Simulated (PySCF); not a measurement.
# Electric field gradients and quadrupole coupling constants

Species: C7H12OSSi.
Structure used (GFN2-xTB), in Å, numbered top down from 1:
```
atom  x, y, z in Å
C1    -3.5155    0.4132    0.0246
C2    -2.5113   -0.4239    0.2907
C3    -2.6863   -1.5890    1.2177
C4    -1.2100   -0.2145   -0.3240
C5    -0.1300   -0.9884   -0.1707
Si6    1.5043   -0.6704   -1.0134
O7     1.5726    0.7731   -1.7720
C8     2.4537    1.7427   -1.2787
C9     3.6658    1.0885   -0.6330
S10    3.0884   -0.2926    0.4049
H11   -4.4922    0.2888    0.4610
H12   -3.3933    1.2509   -0.6413
H13   -3.6967   -1.6120    1.6176
H14   -1.9837   -1.5204    2.0467
H15   -2.4983   -2.5236    0.6909
H16   -1.1398    0.6573   -0.9625
H17   -0.1922   -1.8690    0.4520
H18    1.9216   -1.6872   -1.9720
H19    1.9263    2.3600   -0.5418
H20    2.7610    2.3746   -2.1179
H21    4.2119    1.7838   -0.0005
H22    4.3335    0.6774   -1.3900
```

Field gradients from the PBE0/pcSseg-1 density (PySCF, non-relativistic), principal values in atomic units, ordered |Vxx| ≤ |Vyy| ≤ |Vzz|:

```csv
atom,Vxx,Vyy,Vzz
O7,-0.4726,-1.2367,1.7092
S10,0.0739,2.1690,-2.2429
```

Find the asymmetry η = (Vxx − Vyy)/Vzz and the couplings χ = eQV/h (234.96 MHz × Q in barn × V in au), with Q(17O) = −0.0256 b, Q(33S) = −0.0678 b.

```csv
atom,environment,nucleus,η,χzz (MHz),χxx (MHz),χyy (MHz)
O7,silyl ether oxygen,17O,0.45,-10.28,2.84,7.44
S10,sulfur bonded to C and Si,33S,0.93,35.73,-1.18,-34.55
```

At S10 η is above 0.9: Vyy and Vzz are nearly equal in size and opposite in sign, so a small change could swap them and flip the sign of χzz. 

What is Vzz at S10 in SI units (1 au = 9.71736 × 10²¹ V/m²)?

-2.2429 au = -21.795 × 10²¹ V/m².

And the gradient at the other heavy atoms, for which no coupling is worked out here?

```csv
atom,environment,Vzz (au),η
C1,terminal =CH2 carbon,0.309,0.33
C2,fully substituted alkene carbon,0.335,0.53
C3,allylic carbon,0.065,0.40
C4,alkene CH carbon,0.386,0.38
C5,alkene CH carbon,0.296,0.33
Si6,oxygen-bound silicon,0.655,0.54
C8,sp3 carbon bound to oxygen,0.394,0.30
C9,sp3 carbon bound to sulfur,0.282,0.21
```

What couplings would deuterons (Q(2H) = 0.00286 b) have in place of the hydrogens, at this geometry?

```tsv
atom	bonded to	bond length (Å)	Vzz (au)	η	χzz (kHz)
H11	C1	1.077	0.3363	0.05	226
H12	C1	1.077	0.3360	0.06	226
H13	C3	1.087	0.3152	0.03	212
H14	C3	1.089	0.3111	0.02	209
H15	C3	1.089	0.3111	0.02	209
H16	C4	1.083	0.3165	0.06	213
H17	C5	1.080	0.3319	0.06	223
H18	Si6	1.458	0.1630	0.02	110
H19	C8	1.096	0.2865	0.06	193
H20	C8	1.095	0.2924	0.05	197
H21	C9	1.087	0.3119	0.03	210
H22	C9	1.090	0.3033	0.02	204
```

Isolated species at its GFN2-xTB geometry (one conformer only). GFN2-xTB bond lengths can be off by several hundredths of an ångström, more for odd bonds, and the gradients follow them. With so small a basis the couplings can be 20 % off.
